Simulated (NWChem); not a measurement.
C3H5F; SMILES C=C(C)F

```xyz
9

C     -0.9555    -1.0675     0.0000
C     -0.0492    -0.0938     0.0000
C     -0.2749     1.3745     0.0000
F      1.2557    -0.4012     0.0000
H     -2.0188    -0.8296     0.0000
H     -0.6458    -2.1136     0.0000
H      0.1933     1.8315     0.8865
H     -1.3458     1.6121     0.0000
H      0.1933     1.8315    -0.8865
```
Atoms are numbered in this order, from 1.

Coordinates come from a PBE0/def2-SVP optimisation.

Symmetry labels are those of Cs in the frame above (b1 and b2, or b-type labels, depend on it). States above −ε(HOMO) = 7.4 eV lie in this functional's continuum and hang on the basis.

Q: List the 4 lowest vertical singlet excitations from PBE0/def2-SVPD, TDA (NWChem).

A: 
```
state  energy (eV)  oscillator strength  symmetry  leading excitation (squared amplitude)
-----  -----------  -------------------  --------  --------------------------------------
S1            6.87                0.013        a"                    HOMO → LUMO+1 (0.98)
S2            7.88                0.555        a'                      HOMO → LUMO (0.88)
S3            7.92                0.029        a"                    HOMO → LUMO+2 (0.98)
S4            8.20                0.001        a"                    HOMO → LUMO+3 (0.49)
```
